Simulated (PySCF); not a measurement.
SMILES [F][Zn][Br] (BrFZn) (PBE0/def2-SVP optimised geometry):

```
3

Zn    -0.241     0.000     0.000
F     -1.979     0.000    -0.035
Br     1.979     0.000     0.000
```

Method: PBE0/def2-TZVP in PySCF.

### Question
What are the frontier orbital energies and the dipole moment?

### Answer
HOMO-2 -10.53 eV, HOMO-1 -8.87 eV, HOMO -8.87 eV, LUMO -1.88 eV, LUMO+1 -0.32 eV; dipole moment 0.93 D.

On the same geometry PBE/def2-TZVP in PySCF gives HOMO-2 -8.79 eV, HOMO-1 -7.58 eV, HOMO -7.58 eV, LUMO -2.81 eV, LUMO+1 -1.06 eV; dipole moment 0.93 D.

Meta-Löwdin charges at PBE0/def2-TZVP: Zn1 1.32, F2 -0.74, Br3 -0.58.
